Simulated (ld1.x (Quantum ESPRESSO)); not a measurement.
**I, TM: configuration errors across variants**

```
Element                 : I (Z = 53)
Generator               : ld1.x (Quantum ESPRESSO) 7.5
Type                    : norm-conserving Troullier–Martins (Kleinman–Bylander form)
Functional              : LDA (PZ)
Relativity              : scalar-relativistic
Frozen core             : [Kr]
Valence charge          : 17
Reference configuration : 4d10 5s1 5p6
Partial waves           : 5s (bound): rc 1.50 bohr; 5p (bound): rc 1.45 bohr; 4d (bound): rc 1.40 bohr
Local potential         : all-electron potential smoothed inside 1.25 bohr (lloc = -1)
Core correction         : Bessel-smoothed model core inside 0.85 bohr
```

All-electron excitation energies from the reference (eV): (1) 4d10 5s2 5p5 -10.512; (2) 4d10 5s2 5p4 0.793; (3) 4d10 5s2 5p3 20.857; (4) 4d9 5s2 5p5 47.802; (5) 4d9 5s2 5p6 35.263; (6) 4d10 5s1 5p5 11.862; (7) 4d10 5s2 5p4.5 -5.897; (8) 4d10 5s1 5p6 spin -0.164; (9) 4d10 5s2 5p5 spin -10.632.

Spin tests fill each open shell by Hund’s rule, majority spin first.

2 further variants failed, have other tests or too few solved ones, and are left out.

A true bound ghost makes a file unfit for plane-wave use even where its test errors are small: the radial tests pick states by their node count and pass the ghost by.

Errors AE − PS in meV (a dash: test not solved or not reliable):

| change | (1) | (2) | (3) | (4) | (5) | (6) | (7) | (8) | (9) | bound ghosts |
| --- | --- | --- | --- | --- | --- | --- | --- | --- | --- | --- |
| base | -9.1 | -10 | -58 | -1096 | -979 | -30 | -3.0 | -0.1 | -11 | s, p |
| local potential the s channel | -0.5 | -5.1 | -7.4 | -357 | -374 | -1.1 | -3.0 | +0.4 | -0.6 | p |
| core correction Bessel-smoothed model core inside 1.02 bohr | -9.1 | -10 | -58 | -1098 | -981 | -30 | -3.0 | -0.1 | -11 | s, p |
| wave 5s (bound): rc 1.50 bohr becomes 5s (bound): rc 2.28 bohr | -19 | -13 | -50 | -952 | -852 | -29 | -9.9 | -6.6 | -21 | s, p |

**Question.** Give the same row for: local potential all-electron potential smoothed inside 1.12 bohr (lloc = -1).

**Answer.** -1.9, -6.2, -20, -501, -468, -7.1, -2.9, +0.5, -2.2; bound ghosts: s, p.
